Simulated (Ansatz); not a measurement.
# Isomers

Structures of CH2SeSi, singlet, relaxed at PBE0-D4/def2-TZVP (vibrations not checked; lower isomers may exist, and structures with a doubtful reference or unclear bonds are left out). Program: Ansatz 0.2.0. Basis: def2-TZVPP. Cores are frozen in the correlated methods. Filled d shells of the heavier atoms are correlated. The def2 sets are not built for correlating such inner shells, so the correlated values are less sure here. B3LYP uses VWN-RPA correlation.

Q: Rank them by CCSD(T) energy, lowest first, and give each one's height above the lowest. Links in brackets join atoms within 1.22 times the sum of their covalent radii (1.1 for two metals). (To be estimated.)
A.
CH₂SeSi ([CH2][Si][Se])
```
5
angstrom
Si 0.4643 -0.7183 0.5493
C -0.2300 0.4517 -0.4423
Se 1.3120 -2.1467 1.7596
H -1.0250 0.1935 -1.1305
H 0.1079 1.4797 -0.4062
```
B.
CH₂SeSi ([CH2]1[Si][Se]1)
```
5
angstrom
C -0.6791 -0.5388 0.1791
Si 0.3620 0.7039 -0.7934
Se 1.2438 -0.7684 0.6187
H -1.1024 -1.4064 -0.3194
H -1.2684 -0.2109 1.0309
```
C.
CH₂SeSi ([CH]1[Si][SeH]1)
```
5
angstrom
C -0.3341 -0.8044 0.1575
Si -1.7548 0.1468 0.0692
Se 0.5903 0.8618 0.5076
H 0.2340 -1.7218 0.1506
H 1.0573 1.2481 -0.8525
```

A: By the calculation: B (0.000 eV), A (0.603 eV), C (1.382 eV). Heights count from the lowest.

Q: Do PBE-D4, r2SCAN-D4, PBE0-D4, B3LYP-D4, wB97M-V, HF, MP2 give the same order? (A judgement: the text doesn't fix the answer.)

A: The calculation gives: All do.

No T1 diagnostic of these runs exceeds 0.016.

For scale, one of the runs: CCSD(T)/def2-TZVPP, 149 basis functions, launched by `ansatz run in.yaml --threads 2 --pin off --events-out ev --progress --plain --max-ram 4352MiB`. Time: 29 s of wall clock on 2 CPU threads of an Arm Neoverse V1; the host was shared. Peak host memory: 0.91 GiB.
